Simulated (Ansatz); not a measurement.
Born–Oppenheimer molecular dynamics of Cl₄H₂SZr (8 atoms, charge 0, multiplicity 1). It starts at the highest image of a converged band, a first-order saddle point between two minima.

Computed with Ansatz 0.2.0, RHF/def2-SVP.

```json
{
  "ensemble": "NVE (velocity Verlet)",
  "time step": "0.5 fs",
  "steps asked": "190",
  "starting velocities drawn for": "100 K",
  "seed": "10821"
}
```

First frame:

```xyz
8
Properties=species:S:1:pos:R:3
Zr -0.460 0.072 -0.204
Cl -0.200 0.552 2.489
Cl 1.804 -0.606 -0.071
Cl -0.605 2.261 -1.009
Cl -1.115 -1.380 -1.942
S -2.801 -0.289 1.034
H -2.797 -1.625 1.094
H -1.586 0.142 2.229
```

Problem. How far do the bonds stretch over the last three quarters of this one trajectory? (Pairs bonded in most of those frames.)

Solution. 
```tsv
bond	mean (Å)	spread (Å)	shortest	longest
Zr1–Cl2	3.119	0.184	2.83	3.44
Zr1–Cl3	2.389	0.021	2.35	2.41
Zr1–Cl4	2.356	0.015	2.33	2.38
Zr1–Cl5	2.354	0.022	2.33	2.40
Zr1–S6	2.504	0.060	2.44	2.63
Cl2–H8	1.280	0.021	1.25	1.32
S6–H7	1.340	0.013	1.32	1.36
```

Mean temperature of the second half: 488 K. The conserved energy stayed within 0.035 meV per atom of its start (net change -0.021 meV per atom), so the integration is sound. The kinetic energy rose, since the run started high on the potential surface and went downhill. A run of 0.095 ps of so small a system gives no equilibrium averages. The orbitals stay closed-shell, which can raise the energy where a bond breaks towards radicals; this wasn't checked here.

The run took 7 min on 2 threads of Intel(R) Xeon(R) 6975P-C (Granite Rapids) (shared host), peak memory 0.38 GiB.
